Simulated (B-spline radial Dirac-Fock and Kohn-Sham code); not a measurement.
## Elastic scattering of 12.2 keV electrons by neutral germanium

These are calculated numbers from an atomic code on a B-spline grid; the model is relativistic (Dirac) partial waves in the static field of the Dirac-Fock atom with Furness-McCarthy exchange, without polarisation or absorption potentials.

The run's input, task.json:

```json
{"items": [{
  "Z": 32,
  "q": 0,
  "cfg": [[1, 0, 2], [2, 0, 2], [2, 1, 6], [3, 0, 2], [3, 1, 6], [3, 2, 10], [4, 0, 2], [4, 1, 2]],
  "A": 74,
  "rrms": 4.0742,
  "do": "elastic",
  "energies": [[12200.0, 0]],
  "theta": [0, 10, 20, 30, 40, 50, 60, 70, 80, 90, 100, 110, 120, 130, 140, 150, 160, 170, 180]
}]}
```

Launch: `python xray2_run.py task.json out`

```
θ (°)  dσ/dΩ (Å²/sr)  Sherman function
    0           46.5             0.000
   10          0.427             0.000
   20         0.0475             0.002
   30         0.0126             0.003
   40        0.00489             0.001
   50        0.00241            -0.005
   60        0.00137            -0.014
   70       0.000864            -0.025
   80       0.000586            -0.037
   90       0.000423            -0.048
  100       0.000322            -0.056
  110       0.000256            -0.060
  120       0.000212            -0.061
  130       0.000182            -0.058
  140       0.000161            -0.051
  150       0.000147            -0.041
  160       0.000138            -0.028
  170       0.000133            -0.015
  180       0.000132             0.000
```

The total elastic cross section is 0.367 Å², the first transport cross section 0.00900 Å² and the second, weighted with (3/2) sin²θ, 0.0195 Å². The mean deflection is ⟨1 − cos θ⟩ = 0.0245, and 0.40 % of the collisions scatter beyond 90°.
